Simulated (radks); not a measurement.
Values are calculated unless marked as measured or tabulated.
Mean orbital radii <r> (bohr) of the tin ion Sn29+, [Ar] 3d3, at several levels of relativity; Dirac values are averaged over j with weights 2j + 1. Spin-unpolarised spherical Kohn-Sham, BLYP, point nucleus unless stated (finite: rms radius 4.6519 fm), a radial shooting solver on a logarithmic mesh with Libxc functionals. A level marked "c x" has the speed of light scaled by that factor and shares open shells by 2j + 1; other Dirac levels either fill j = l - 1/2 first or share by 2j + 1.

shell  non-rel.  scalar-rel.  scalar-rel., finite nucleus  Dirac, low j first  change of magnitude, last against first (%)
1s      0.03042      0.02905                      0.02906             0.02905                                        -4.51
2s       0.1305       0.1247                       0.1247              0.1243                                        -4.75
2p       0.1113       0.1088                       0.1088              0.1086                                        -2.40
3s       0.3276       0.3164                       0.3164              0.3161                                        -3.50
3p       0.3147       0.3096                       0.3096              0.3092                                        -1.74
3d       0.2782       0.2774                       0.2774              0.2775                                        -0.25
